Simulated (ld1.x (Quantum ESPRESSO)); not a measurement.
# Ba: one change to a TM potential, before and after

ld1.x (Quantum ESPRESSO) 7.5 input, shortened:

```
&input
   title='Ba', zed=56., rel=2, dft='BLYP', iswitch=3,
   config='[Xe] 5d0 6s2 6p0', rel_dist='average'
 /
 &inputp
   pseudotype=2, tm=.true., lloc=-1, rcloc=2.40,
   nlcc=.false.
 /
3
5S  1  0   2.00   0.00  2.55  2.55  0.0
5P  2  1   6.00   0.00  2.95  2.95  0.0
5D  3  2   0.00   0.00  4.20  4.20  0.0
 &test
   configts(1)='5s2 5p6 5d0 6s2 6p0'
 /
```

Open shells are filled in proportion to 2j + 1 (rel_dist='average').

Occupied shells without a wave of their own: 6s. They enter only through the test configuration that unscreens the potential.

Change: type RRKJ; local potential the s channel.

Cutoffs: the cutoffs (Ry, on a coarse ladder) from which the occupation-weighted sum of valence levels, in a spherical-Bessel basis at the reference potential, stays within 10 and 1 mRy of its value at 400 Ry; they do not see the model core or the augmentation charge, which bear on the density cutoff. Errors are all-electron minus pseudo energies relative to the spin-unpolarised reference configuration.

What does the change do?

A bound ghost appears in p, which as a rule spoils a file; the miss of the reference levels goes from 0.15 to 0.60 eV; the number of tests that count goes from 7 to 0.

| quantity | base | changed |
| --- | --- | --- |
| cutoffs, loose and tight | 15 Ry, 30 Ry | not determined |
| bound ghosts | none | p1/2 |
| largest miss of a reference level, eV | 0.15 | 0.60 |
| tests counted (converged, no solver errors) | 7 of 7 | 0 of 7 |
| s: phases at 4.57 bohr within 0.05 rad from the reference energy up to (Ry; the scan ends near 5) | -0.4 | -0.6 |
| p1/2: phases at 4.57 bohr within 0.05 rad from the reference energy up to (Ry; the scan ends near 5) | -0.0 | -0.6 |
| p3/2: phases at 4.57 bohr within 0.05 rad from the reference energy up to (Ry; the scan ends near 5) | 0.0 | -0.0 |
| d3/2: phases at 4.57 bohr within 0.05 rad from the reference energy up to (Ry; the scan ends near 5) | 0.8 | 0.7 |
| d5/2: phases at 4.57 bohr within 0.05 rad from the reference energy up to (Ry; the scan ends near 5) | 0.9 | 0.7 |

Base: ld1.x printed “convergence not achieved” for 7 of the counted tests; their residual had stalled under 1e-8, short of the target of 1e-14. The 6s level has no wave, so the channel is fitted at the deeper level alone: the likely source of the large errors. Changed file: Tests not counted: all (the test run did not reproduce the reference configuration, from which every error is measured). A true bound ghost makes a file unfit for plane-wave use even where its test errors are small: the radial tests pick states by their node count and pass the ghost by. Where a test does run into it, the solver fails or the error is huge.
